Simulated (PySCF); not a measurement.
PySCF input (B3PW91/6-31G* (5d)):

```python
from pyscf import gto, dft

mol = gto.M(
    atom='''
    C    -0.15940054    1.57954574    0.24414693
    C    -0.58632340    0.13898903    0.30069527
    C    -1.82138182   -0.21804191   -0.47909186
    O     0.53910135   -0.76358318   -0.30400201
    C     1.88247956   -0.77151140    0.31497741
    H     0.74693558    1.77418607    0.81533264
    H    -0.95501857    2.17928420    0.69004743
    H    -0.02907078    1.92168892   -0.78426142
    H    -0.61641175   -0.25258926    1.31557562
    H    -1.75598714    0.11900883   -1.51622686
    H    -2.02295121   -1.28766876   -0.44864277
    H    -2.66894606    0.29743958   -0.02481147
    H     2.37373398    0.18120732    0.14188235
    H     2.41739053   -1.59731512   -0.14381901
    H     1.71769010   -0.95733920    1.37092998
    H     0.58758162   -0.64312596   -1.26835686
    ''',
    basis='6-31g*',
    charge=1,
    spin=0,
    verbose=4,
)

mf = dft.RKS(mol, xc='b3pw91')
mf.grids.level = 3
mf.conv_tol = 1e-9
mf.max_cycle = 100
mf.max_memory = 1500
mf.kernel()
if not mf.converged:
    mf = mf.newton()
    mf.kernel(mf.make_rdm1())
mf.dip_moment()
```

Output:

```
PySCF version 2.14.0

[INPUT] verbose = 4
[INPUT] num. atoms = 16
[INPUT] num. electrons = 42
[INPUT] charge = 1
[INPUT] spin (= nelec alpha-beta = 2S) = 0
[INPUT] symmetry False subgroup None
[INPUT] Mole.unit = angstrom
[INPUT] Symbol           X                Y                Z      unit          X                Y                Z       unit  Magmom
[INPUT]  1 C     -0.159400540000   1.579545740000   0.244146930000 AA   -0.301223364708   2.984908849823   0.461370831853 Bohr   0.0
[INPUT]  2 C     -0.586323400000   0.138989030000   0.300695270000 AA   -1.107990646424   0.262651201019   0.568231707252 Bohr   0.0
[INPUT]  3 C     -1.821381820000  -0.218041910000  -0.479091860000 AA   -3.441912808062  -0.412039493577  -0.905352403908 Bohr   0.0
[INPUT]  4 O      0.539101350000  -0.763583180000  -0.304002010000 AA    1.018753904883  -1.442963083524  -0.574480540217 Bohr   0.0
[INPUT]  5 C      1.882479560000  -0.771511400000   0.314977410000 AA    3.557370803492  -1.457945247980   0.595221040325 Bohr   0.0
[INPUT]  6 H      0.746935580000   1.774186070000   0.815332640000 AA    1.411503678893   3.352725766318   1.540755390019 Bohr   0.0
[INPUT]  7 H     -0.955018570000   2.179284200000   0.690047430000 AA   -1.804723541174   4.118250285592   1.304000655660 Bohr   0.0
[INPUT]  8 H     -0.029070780000   1.921688920000  -0.784261420000 AA   -0.054935812427   3.631465755411  -1.482039293862 Bohr   0.0
[INPUT]  9 H     -0.616411750000  -0.252589260000   1.315575620000 AA   -1.164849387464  -0.477324523407   2.486077617955 Bohr   0.0
[INPUT] 10 H     -1.755987140000   0.119008830000  -1.516226860000 AA   -3.318334772858   0.224894095105  -2.865253508109 Bohr   0.0
[INPUT] 11 H     -2.022951210000  -1.287668760000  -0.448642770000 AA   -3.822823750258  -2.433341295558  -0.847811963066 Bohr   0.0
[INPUT] 12 H     -2.668946060000   0.297439580000  -0.024811470000 AA   -5.043577094637   0.562079344806  -0.046886883048 Bohr   0.0
[INPUT] 13 H      2.373733980000   0.181207320000   0.141882350000 AA    4.485707114774   0.342432206566   0.268118783410 Bohr   0.0
[INPUT] 14 H      2.417390530000  -1.597315120000  -0.143819010000 AA    4.568206037817  -3.018488111427  -0.271778540406 Bohr   0.0
[INPUT] 15 H      1.717690100000  -0.957339200000   1.370929980000 AA    3.245963855877  -1.809108896310   2.590682198155 Bohr   0.0
[INPUT] 16 H      0.587581620000  -0.643125960000  -1.268356860000 AA    1.110368337628  -1.215331927998  -2.396847093613 Bohr   0.0

nuclear repulsion = 203.478558336473
number of shells = 52
number of NR pGTOs = 179
number of NR cGTOs = 92
basis = 6-31g*
ecp = {}

******** <class 'pyscf.dft.rks.RKS'> ********
method = RKS
initial guess = minao
damping factor = 0
level_shift factor = 0
DIIS = <class 'pyscf.scf.diis.CDIIS'>
diis_start_cycle = 1
diis_space = 8
diis_damp = 0
SCF conv_tol = 1e-09
SCF conv_tol_grad = None
SCF max_cycles = 100
direct_scf = True
direct_scf_tol = 1e-13
XC library pyscf.dft.libxc version 7.1.2
    S. Lehtola, C. Steigemann, M. J. T. Oliveira, and M. A. L. Marques,  SoftwareX 7, 1–5 (2018)
XC functionals = b3pw91
    A. D. Becke,  J. Chem. Phys. 98, 5648 (1993)
radial grids:
    Treutler-Ahlrichs [JCP 102, 346 (1995); DOI:10.1063/1.469408] (M4) radial grids

becke partition: Becke, JCP 88, 2547 (1988); DOI:10.1063/1.454033
pruning grids: <function nwchem_prune>
grids dens level: 3
symmetrized grids: False
atomic radii adjust function: <function treutler_atomic_radii_adjust>
small_rho_cutoff = 0
Set gradient conv threshold to 3.16228e-05
Initial guess from minao.
tot grids = 178448
init E= -234.36541910769
  HOMO = -0.377026234571348  LUMO = -0.0332817892285169  gap/eV = 9.35376
cycle= 1 E= -233.85732358384  delta_E= 0.508  |g|= 0.418  |ddm|= 3.16
  HOMO = -0.509357167331725  LUMO = -0.17689088250077  gap/eV = 9.04687
cycle= 2 E= -233.85795430362  delta_E= -0.000631  |g|= 0.423  |ddm|= 0.668
  HOMO = -0.537638143804598  LUMO = -0.177648781045186  gap/eV = 9.79581
cycle= 3 E= -233.896815280347  delta_E= -0.0389  |g|= 0.0696  |ddm|= 0.319
  HOMO = -0.536020033785991  LUMO = -0.171089983044327  gap/eV = 9.93025
cycle= 4 E= -233.897622409809  delta_E= -0.000807  |g|= 0.0293  |ddm|= 0.0638
  HOMO = -0.535380822445461  LUMO = -0.171221712536865  gap/eV = 9.90927
cycle= 5 E= -233.897794993762  delta_E= -0.000173  |g|= 0.00421  |ddm|= 0.0209
  HOMO = -0.535103494875767  LUMO = -0.170899807549472  gap/eV = 9.91049
cycle= 6 E= -233.897798597757  delta_E= -3.6e-06  |g|= 0.000941  |ddm|= 0.00419
  HOMO = -0.535224498958048  LUMO = -0.171026041281755  gap/eV = 9.91034
cycle= 7 E= -233.897798811756  delta_E= -2.14e-07  |g|= 0.000257  |ddm|= 0.00118
  HOMO = -0.535187990235019  LUMO = -0.170999335817861  gap/eV = 9.91008
cycle= 8 E= -233.897798827852  delta_E= -1.61e-08  |g|= 5.81e-05  |ddm|= 0.000273
  HOMO = -0.535195255951455  LUMO = -0.171005343807233  gap/eV = 9.91011
cycle= 9 E= -233.897798828685  delta_E= -8.33e-10  |g|= 1.13e-05  |ddm|= 6.03e-05
  HOMO = -0.535195640555978  LUMO = -0.171006210634024  gap/eV = 9.91010
Extra cycle  E= -233.897798828683  delta_E= 2.33e-12  |g|= 1.2e-05  |ddm|= 1.83e-05
converged SCF energy = -233.897798828683

WARN: System has nonzero charge 1; the dipole moment is origin-dependent.
Location of origin: [0. 0. 0.]

Dipole moment(X, Y, Z, Debye):  1.85520, -0.61097, -0.62056
```

The dipole moment of an ion depends on the origin.

The geometry given is a B3LYP-D3(BJ)/def2-TZVP minimum.
